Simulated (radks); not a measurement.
Question: The scandium ion Sc3+, [Ar]. Method: non-relativistic Kohn-Sham, exchange-only B88, spin-polarised, spherical densities, point nucleus; computed with a radial shooting solver on a logarithmic mesh with Libxc functionals. Every spin shell is full or empty, so the densities are truly spherical. Functionals are evaluated on that one density, not self-consistently. Rank these orbital-free kinetic functionals by their error against the exact value of the orbitals, and give that value: Thomas-Fermi, TF + vW, TF + vW/9, TF + vW/5, APBEK, revAPBEK, Pearson, DePristo-Kress.

Answer: Exact: 758.193 hartree. From best to worst, with 100 (|E| - |E exact|)/|E exact| (equal figures are ties): DePristo-Kress 0.00, APBEK +0.17, revAPBEK +0.47, TF + vW/9 -0.68, Pearson -1.40, TF + vW/5 +4.30, Thomas-Fermi -6.90, TF + vW +49.11.
